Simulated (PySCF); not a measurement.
**Shapes and spin states of H₂RuS**

Method: PBE0 in PySCF with Ru def2-TZVP with ECP28, S def2-TZVP, H def2-TZVP; scalar-relativistic core potentials, no spin–orbit coupling; density-fitted integrals.

Relaxations began from a few typed shapes and spin states; open shells are unrestricted. The search is not exhaustive: other isomers or separated fragments can lie lower, and high-lying points may rest on an excited occupation.

(1) Which is the lowest minimum found?
A. quintet C2v: H–H 0.783 Å, Ru–H 2.001 Å (×2), Ru–S 2.086 Å; H–H–Ru 78.7° (×2), H–Ru–H 22.6°, H–Ru–S 168.7° (×2)
B. singlet (closed shell, unstable to spin polarisation) Cs: Ru–H 1.558 Å (×2), Ru–S 2.017 Å; H–Ru–H 105.9°, H–Ru–S 98.0° (×2)
C. broken-symmetry Ms = 0 (⟨S²⟩ 1.01) Cs: Ru–H 1.552 Å (×2), Ru–S 2.028 Å; H–Ru–H 85.6°, H–Ru–S 93.7° (×2)
D. triplet C2v: Ru–H 1.607 Å (×2), Ru–S 2.021 Å; H–Ru–H 133.7°, H–Ru–S 113.2° (×2)
E. singlet (closed shell, unstable to spin polarisation) Cs: Ru–H 1.539 Å (×2), Ru–S 2.028 Å; H–Ru–H 67.1°, H–Ru–S 94.2° (×2)
F. triplet Cs: Ru–H 1.554 Å (×2), Ru–S 2.029 Å; H–Ru–H 86.3°, H–Ru–S 93.5° (×2)
G. singlet (closed shell, unstable to spin polarisation) Cs: H–H 0.978 Å, Ru–H 1.575 Å, Ru–H 1.639 Å, Ru–S 2.038 Å; H–H–Ru 68.7°, H–H–Ru 75.9°, H–Ru–H 35.4°, H–Ru–S 82.9°, H–Ru–S 118.2°
H. singlet C2v: Ru–H 1.597 Å (×2), Ru–S 1.980 Å; H–Ru–H 133.6°, H–Ru–S 113.2° (×2)

Results:

(1) F. The others lie at 25.2 (broken-symmetry Ms = 0 Cs), 54.0 (triplet C2v), 70.1 (quintet C2v), 79.7 (singlet Cs), 84.4 (singlet Cs), 118.6 (singlet C2v, a saddle point), 133.9 (singlet Cs, a saddle point) kJ/mol above it.

For the lowest minimum: open d and f shells are described by one determinant, and the ground state may have another occupation or spin.

The electron or spin density has lower symmetry than the nuclear frame for the broken-symmetry Ms = 0 (⟨S²⟩ 1.01) Cs at 25.2 kJ/mol.
